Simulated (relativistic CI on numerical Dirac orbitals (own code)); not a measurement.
## Mo⁵⁺: 4s photoemission

Computed with this model: Dirac-Coulomb-Breit CI, orbitals from a KLI potential per configuration, a model potential for QED, valence Slater integrals scaled by 0.9, multiplet model of photoemission in the sudden approximation; configurations [Kr] 4d → [Ar] 3d10 4s 4p6 4d; 300 K; Lorentzian 2 eV and Gaussian 0.6 eV FWHM. Energies are those of the free ion, without screening or charge transfer. The energies are binding energies and can lie tens of eV above those of solids. Without intra-shell correlation the exchange splitting of an s hole comes out too large, often by half or more. S is read from ⟨S²⟩ = S(S + 1).

free ion: ground-state S = 0.50, centroid 141.68 eV. Peaks (eV, height): 141.0 (100), 144.2 (36).

Strongest unbroadened transitions for free ion:

```json
{"Energy (eV)": "140.84", "Relative strength": "92.5"}
{"Energy (eV)": "140.98", "Relative strength": "100.0"}
{"Energy (eV)": "144.39", "Relative strength": "54.2"}
```
